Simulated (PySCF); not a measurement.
**Spinor energies of B (boron, neutral)**

Start: [He] 2s2 2p1; 2p1/2 filled at m_j = +1/2. Calculated with PySCF 2.14 in x2c-SVPall-2c (3s2p1d, 14 functions): generalised Hartree-Fock with the X2C-1e Hamiltonian and a Gaussian nucleus; one run each with spin-orbit coupling (SO) switched off, then screened by Boettger's factors.

```tsv
spinor shell	electrons	ε, spin-free (eV)	ε, screened SO (eV)	weight of nominal j (screened SO)	rms radius, screened SO (bohr)
1s1/2	2	-209.36	-209.36	1.000	0.379
2s1/2	2	-13.252	-13.252	0.998	2.20
2p1/2	1	-8.747	-8.749	0.898	2.42
```

| quantity | spin-free | screened SO |
| --- | --- | --- |
| E (hartree) | -24.50799 | -24.50804 |
| M_J | 1/2 | 1/2 |
| ⟨J²⟩ | 1.070 | 1.061 |
| ⟨L²⟩ | 2.018 | 2.018 |
| ⟨S²⟩ | 0.756 | 0.756 |

The determinant has a definite M_J but mixes levels of different J.

Each row is a mean over spinors that exchange with the open shell spreads, by up to 0.819 eV (2s1/2).

Rows whose weight is well below 1 are mixtures of j = l ± 1/2: exchange outweighs spin-orbit coupling there, and the label is only the starting occupation.

Without spin-orbit coupling the j labels of p, d and f shells carry no meaning; the spin-free column gives the mean over the occupied spinors of each nl shell, and its ⟨J²⟩ belongs to a mixture of degenerate components.
